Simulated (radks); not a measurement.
Removal energies from the phosphorus ion P2+, [Ne] 3s2 3p1, by Delta-SCF beside the eigenvalue of the level emptied. Method: scalar-relativistic Kohn-Sham, PBEsol, spin-polarised, spherical densities, finite nucleus; Fermi nuclear charge, rms radius of each element as measured or else 0.836 A^(1/3) + 0.57 fm; computed with a radial shooting solver on a logarithmic mesh with Libxc functionals. Open shells are filled with parallel spins first.

| removed from | final configuration | Delta-SCF (eV) | -eigenvalue (eV) |
|---|---|---|---|
| 3p | [Ne] 3s2 | 30.046 | 24.825 |
| 3s | [Ne] 3s1 3p1 | 38.345 | 33.094 |
| 2p | [He] 2s2 2p5 3s2 3p1 | 165.52 | 147.74 |
| 2s | [He] 2s1 2p6 3s2 3p1 | 213.43 | 196.95 |
